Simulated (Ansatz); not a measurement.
**Ligand exchange: C2H6O2S + CH8O2Si2 → CH4O3S + C2H10OSi2**

Species: C2H6O2S (dimethyl sulfone) `CS(C)(=O)=O`, singlet; CH8O2Si2 `CO[SiH](O)[SiH3]`, singlet; CH4O3S (methanesulfonic acid) `CS(=O)(=O)O`, singlet; C2H10OSi2 `CO[SiH](C)[SiH3]`, singlet. The partners trade CH3 for OH: S–CH3 and Si–OH bonds give way to S–OH and Si–CH3.

Shapes, held fixed at every level: PBE0-D4/def2-TZVP. Flexible molecules stand in one conformer, not always the lowest. Programs: Ansatz 0.2.0. Electronic energies: no zero-point or thermal term.

| level | kind | ΔE (kJ/mol) | less CCSD(T)/CBS estimate |
| --- | --- | --- | --- |
| HF/def2-TZVPP | Hartree–Fock | +98.6 | +4.6 |
| PBE-D4/def2-TZVPP | GGA | +82.1 | -11.9 |
| B3LYP-D4/def2-TZVPP | global hybrid | +92.2 | -1.8 |
| wB97M-V/def2-TZVPP | range-separated hybrid | +86.2 | -7.8 |
| wB97X-V/def2-TZVPP | range-separated hybrid | +86.6 | -7.4 |
| CCSD/def2-TZVPP | coupled cluster or CI | +92.0 | -2.0 |
| CCSD(T)/CBS estimate | coupled cluster or CI | +94.0 | 0.0 |

The highest level, CCSD(T)/CBS estimate, gives ΔE = +94.0 kJ/mol; the levels span +82.1 to +98.6. The column of differences is taken from that level and isn't an error. No measured value is set beside it here. The CBS estimate extrapolates MP2 from def2-TZVPP and def2-QZVPP and adds CCSD(T) − MP2 in the triple-zeta set, cores frozen.
